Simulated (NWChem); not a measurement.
Lowest excitation of HF$_{2}$Ga

```xyz
4

Ga     0.0000     0.0000    -0.3177
H      0.0000     0.0000    -1.8593
F      1.4476     0.0000     0.6505
F     -1.4476     0.0000     0.6505
```
Charge 0, spin multiplicity 1.

Everything below was run with NWChem. The geometry was optimised at PBE0/def2-SVP, a minimum by its harmonic frequencies.

Basis set: def2-SVPD.

The Hamiltonian is non-relativistic. The correlated methods keep 11 core orbitals frozen. B3LYP has NWChem's definition, with VWN1-RPA local correlation. The structure started from a generated list of species. Coupled-cluster values serve here as a point of comparison, not as the truth.

For the lowest vertical singlet excitation energy, EOM-CCSD gives 7.93 eV and TD-PBE0 gives 7.50 eV. What do TD-PBE, CIS, TD-B3LYP give?

TD-PBE: 6.70 eV; CIS: 9.02 eV; TD-B3LYP: 7.30 eV.
